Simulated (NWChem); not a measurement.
BNH₅ cation; SMILES B[NH3+]

```xyz
7

B     -0.0012    -0.9277    -0.0148
N     -0.0019     0.6232    -0.0122
H     -1.0826    -1.4527     0.0052
H      1.0841    -1.4451     0.0041
H      0.0549     0.9381     0.9825
H     -0.8662     1.0517    -0.3964
H      0.8238     1.0438    -0.4819
```
Atoms are numbered in this order, from 1.

Results from NWChem. Structure relaxed at the PBE-D3(BJ)/def2-SVP level. Core excitations by TDA in a window of 1s orbitals, non-relativistic and unshifted: absolute energies depend strongly on the exact-exchange share.

For level B K edge, PBE0/def2-TZVP:

| Quantity | Result |
|---|---|
| first 1s excitation (eV) | 181.0 |
| dipole oscillator strength of the first | 0.0795 |
| first state with f > 0.002 (eV) | 181.0 |
| dipole oscillator strength of that state | 0.0795 |

**Question.** What are these values for level B K edge, BHandHLYP/def2-TZVP?

**Answer.** The first 1s excitation (eV) is 186.1 and the dipole oscillator strength of the first comes out as 0.0970. The first state with f > 0.002 (eV) is 186.1 and the dipole oscillator strength of that state is 0.0970.
